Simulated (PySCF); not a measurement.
# Excitation energy of Sn⁺ by level of theory

Sn⁺ [Kr] 4d10 5s2 5p1 (2P) → Sn⁺ [Kr] 4d10 5s2 5d1 (2D), as a difference of total energies. Calculation: PySCF 2.14, in aug-cc-pwCVTZ-DK3 with one added diffuse shell each of s, p, d, f type (11s10p8d5f1g, 125 functions); scalar relativity by spin-free X2C-1e. Correlated levels: valence: [Kr] 4d10 frozen; valence and next inner shell: [Ar] 3d10 frozen. The calculations carry no spin-orbit coupling.

| method | excitation energy (eV) |
| --- | --- |
| UHF | 7.724 |
| LDA | 7.454 |
| PBE | 7.219 |
| PBE0 | 7.443 |
| r2SCAN | 7.579 |
| TPSSh | 7.404 |
| PW91 | 7.272 |
| revPBE | 7.152 |
| MP2 (valence) | 7.602 |
| SCS-MP2 (valence) | 7.614 |
| MP2 (valence and next inner shell) | 7.672 |
| SCS-MP2 (valence and next inner shell) | 7.645 |

Errors of the correlated levels include the incompleteness of this basis and the frozen core.

Task: Which method comes closest to the reference value, and which is furthest?

Result: The reference is 8.550 eV (measured; NIST levels, between the centres of gravity of the two terms). Closest: UHF (error -0.826 eV); furthest: revPBE (error -1.398 eV).
